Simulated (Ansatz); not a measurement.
FGaH2SSe, SMILES `[F][Ga]([SH])[SeH]`, relaxed with RKS PBE0-D4/def2-TZVP in the Gaussian-basis code of Ansatz from a GFN2-xTB geometry. The force threshold is 0.005 eV/Å; the program also tests the step.

Charge 0, multiplicity 1.

Start:

```xyz
6

F     1.305   -1.172    1.172
Ga    0.297   -0.223    0.057
S    -1.624    0.367    1.047
Se    1.140    0.149   -2.093
H    -1.274   -0.311    2.135
H     0.156    1.190   -2.318
```

(1) By how much does the energy fall, and how many steps does the optimiser take? (Estimate.)

(2) Which bonds change most? (Estimate.)

(3) Give the relaxed structure. (Estimate.)

## Answers

(1) The calculation gave: 6.95 kJ/mol, in 6 steps.

(2) The calculation gave: Ga2–S3 from 2.240 to 2.184 Å; Ga2–Se4 from 2.338 to 2.303 Å; F1–Ga2 from 1.778 to 1.752 Å; Se4–H6 from 1.450 to 1.470 Å.

(3) Ansatz gave: 
```xyz
6

F     1.332   -1.269    1.109
Ga    0.338   -0.237    0.100
S    -1.557    0.419    0.965
Se    1.192    0.264   -1.979
H    -1.315   -0.254    2.104
H     0.010    1.078   -2.298
```
